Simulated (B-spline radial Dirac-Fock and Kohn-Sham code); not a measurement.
**Binding energies of Ga⁺ in different valence configurations**

Calculated with a radial atomic solver, using Dirac-Fock (average of configuration) total-energy differences with a finite nucleus, the Breit interaction including its frequency dependence, and self-energy and vacuum-polarisation corrections. No correlation.

Reference: the tabulated ground configuration [Ar] 3d10 4s2, with 1s 10385.6 eV, 2s 1323.3 eV, 2p1/2 1161.7 eV, 2p3/2 1134.6 eV, 3p1/2 127.3 eV, 3p3/2 123.7 eV, Kα1 9251.0 eV, Kβ1 10261.9 eV.

Q: One of these configurations gives the following shifts from the reference, in eV: average energy +5.71, 1s +1.62, 2s +1.51, 2p1/2 +1.67, 2p3/2 +1.68, 3p1/2 +1.72, 3p3/2 +1.72, Kα1 -0.06, Kβ1 -0.10. Which?
A. [Ar] 3d10 4s1 4p1
B. [Ar] 3d9 4s2 4p1

A: A. The others give [Ar] 3d9 4s2 4p1: 1s +12.46.
